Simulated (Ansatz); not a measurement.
Mulliken charges of AlAsH6 (`[AlH3-][AsH3+]`) from r2SCAN/def2-TZVPP in Ansatz (PBE0-D4/def2-TZVP geometry).

```json
{"atom": "Al1", "x (Å)": "-0.535", "y (Å)": "0.191", "z (Å)": "-1.434", "charge (e)": "0.394"}
{"atom": "As2", "x (Å)": "0.405", "y (Å)": "-0.151", "z (Å)": "1.020", "charge (e)": "0.144"}
{"atom": "H3", "x (Å)": "0.206", "y (Å)": "-1.062", "z (Å)": "-2.087", "charge (e)": "-0.199"}
{"atom": "H4", "x (Å)": "-2.079", "y (Å)": "0.059", "z (Å)": "-1.053", "charge (e)": "-0.199"}
{"atom": "H5", "x (Å)": "0.078", "y (Å)": "1.648", "z (Å)": "-1.658", "charge (e)": "-0.199"}
{"atom": "H6", "x (Å)": "1.210", "y (Å)": "0.942", "z (Å)": "1.678", "charge (e)": "0.020"}
{"atom": "H7", "x (Å)": "1.353", "y (Å)": "-1.285", "z (Å)": "1.315", "charge (e)": "0.020"}
{"atom": "H8", "x (Å)": "-0.545", "y (Å)": "-0.398", "z (Å)": "2.163", "charge (e)": "0.020"}
```

By hand: the dipole of these point charges (1 e Å = 4.8032 D).

Σ q r = (0.245, -0.090, 0.640) e Å, of length 0.691 e Å = 3.32 D.

How does the dipole of the full density compare? (Best estimate.)

Ansatz gave: (0.291, -0.106, 0.759) e Å, 3.94 D; the point charges give 0.84 times that, at 0° from its direction.

Point charges leave out the atoms' own dipoles, such as those of lone pairs, and Mulliken's split depends on the basis, so the two needn't agree.
